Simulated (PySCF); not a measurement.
# PBE0 beside CCSD(T) along group 13: bonds to Cl

PBE0 and CCSD(T) in PySCF with def2-TZVPP on every atom (core potentials on In), for the lowest determinant that a PBE0 search found; no spin–orbit coupling.

| molecule | state (unpaired electrons) | PBE0 Re (Å) | PBE0 ωe (cm⁻¹) | PBE0 De (eV) | CCSD(T) Re (Å) | CCSD(T) ωe (cm⁻¹) | CCSD(T) De (eV) |
| --- | --- | --- | --- | --- | --- | --- | --- |
| BCl | singlet (closed shell) | 1.718 | 841 | 5.33 | 1.724 | 842 | 5.17 |
| AlCl | singlet (closed shell) | 2.146 | 474 | 5.16 | ? | ? | ? |
| GaCl | singlet (closed shell) | 2.216 | 367 | 4.84 | 2.211 | 377 | 4.75 |
| InCl | singlet (closed shell) | 2.414 | 313 | 4.58 | 2.408 | 323 | 4.47 |

(1) Estimate the CCSD(T) values of AlCl by adding the mean shift from PBE0 to CCSD(T) of the other rows, and compare with the calculation.

(2) What are the mean differences of PBE0 from CCSD(T) over the whole series?

In a basis of this size CCSD(T) is itself not converged; it tends to give bonds that are too long and too weak.

Correlated steps freeze the inner cores (6 to 14 orbitals); shallow outer-core shells are correlated. Spin–orbit coupling is left out, which matters for elements this heavy, above all for dissociation energies. Where the molecule has an RHF reference, its open-shell atoms are computed with UHF.

## Answers

(1) The mean shifts are -0.2 pm, +7 cm⁻¹ and -0.12 eV, which give 2.144 Å, 481 cm⁻¹ and 5.04 eV. CCSD(T)/def2-TZVPP gives Re = 2.146 Å, ωe = 484 cm⁻¹, De = 5.09 eV.

(2) Re +0.1 pm, ωe -8 cm⁻¹, De +0.11 eV.
